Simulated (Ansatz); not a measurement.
Total energies of Sb3⁺ (the lowest singlet isomer of a short search) from Ansatz at PBE0-D4/def2-TZVP, gas phase (1 Eh = 27.2114 eV = 2625.5 kJ/mol). The reference geometry is relaxed at PBE-D4/def2-SVP.

Cartesian coordinates in Å:
```
Sb 0.359 1.481 0.471
Sb -1.371 -0.284 -0.764
Sb 1.012 -1.197 0.292
```

| state | geometry | energy (Eh) |
| --- | --- | --- |
| charge 1 singlet | reference | -720.60763 |
| charge 0 doublet | reference | -720.85364 |
| charge 1 triplet | relaxed at PBE-D4/def2-SVP | -720.56204 |
| charge 1 quintet | relaxed at PBE-D4/def2-SVP | -720.51387 |

In the def2 sets Sb takes a core potential; there is no spin–orbit coupling.

**Question.** Work out the vertical electron affinity, to the doublet.

**Answer.** E(charge 1 singlet) − E(charge 0 doublet) = -720.60763 − (-720.85364) = 0.24601 Eh = 6.69 eV.

**Question.** Which of the charge 1 states is lowest, and how far above it are the others?

**Answer.** The singlet. triplet: -720.56204 − (-720.60763) = 0.04559 Eh = 119.7 kJ/mol; quintet: -720.51387 − (-720.60763) = 0.09376 Eh = 246.2 kJ/mol.

At PBE0-D4/def2-TZVP the charge 0 doublet is spin-contaminated (final ⟨S²⟩ up to 0.93, 0.75 for a pure state). At PBE0-D4/def2-TZVP the charge 1 triplet is spin-contaminated (final ⟨S²⟩ up to 2.20, 2.00 for a pure state). 

The structure comes from a short search, and lower isomers may exist.
